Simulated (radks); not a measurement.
The numbers below are computed, except where a source is named.
Q: All-electron atom: Ni6+ in [Ar] 3d4 (the NIST ground configuration). Code: a radial shooting solver on a logarithmic mesh with Libxc functionals. Model: non-relativistic Kohn-Sham, LDA (Slater exchange, Perdew-Wang correlation), spin-unpolarised, spherical densities, point nucleus. Some entries of the table are withheld. Estimate them.

orbital,occ.,eigenvalue (Ry),<r^2> (bohr^2),r(max) (bohr)
1s,2,(1),0.004043,0.03620
2s,2,-79.73146,0.07289,0.2080
2p,6,-70.83027,0.05761,0.1662
3s,2,(2),0.5944,0.6368
3p,6,-13.43340,0.6267,0.6333
3d,4,-8.74460,0.6879,(3)
4s,0,(4),(5),(6)
4p,0,-4.77224,3.867,1.722

A: 
(1) 1s eigenvalue (Ry): -604.6555
(2) 3s eigenvalue (Ry): -16.21149
(3) 3d r(max) (bohr): 0.5749
(4) 4s eigenvalue (Ry): -5.57678
(5) 4s <r^2> (bohr^2): 3.333
(6) 4s r(max) (bohr): 1.609
